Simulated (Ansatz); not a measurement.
Computed with Ansatz on PBE0-D4/def2-TZVP structures; ΔE is electronic, products minus reactants. CCSD(T)/CBS is the MP2 limit (def2-TZVPP, def2-QZVPP) plus CCSD(T) − MP2 in def2-TZVPP, frozen cores. Double bonds are as drawn, so ΔE can hold a change between cis and trans. Functionals use def2-TZVPP. B3LYP here is the variant with VWN-RPA as its local correlation; programs differ in this. def2 core potentials past Kr. For Ge, Sn outer-core shells are correlated without core-valence functions, which leaves a few kJ/mol of doubt a bond. Scalar relativity is left out up to krypton. Each species was taken in one conformer, which may not be the lowest.

`C/C(F)=[CH]/[GeH3]` + `C[O][Sn][OH]` → `C[O][Sn][O]C` + `F/C=[CH]/[GeH3]`  (substitution at a C–C bond)

```
             level  ΔE (kJ/mol)
           ωB97X-V         86.9
              PBE0         89.7
             B3LYP         81.9
     HF/def2-TZVPP         78.8
CCSD(T)/def2-TZVPP         88.1
    MP2/def2-QZVPP         94.1
      HF/CBS(def2)         77.4
     MP2/CBS(def2)         94.9
```

(1) What does CCSD(T)/CBS give? (An estimate is asked.)

Largest T1 diagnostic among the species: 0.017.

## Answers

(1) The calculation gave: +89.0 kJ/mol. The listed levels differ from it by -2.1, 0.7, -7.1, -10.2, -0.9, 5.1, -11.6, 5.9 kJ/mol.

In def2-TZVPP, CCSD(T) changes the Hartree–Fock value by +9.4 kJ/mol (the triples alone add +0.4 kJ/mol) and MP2 by +15.3 kJ/mol.
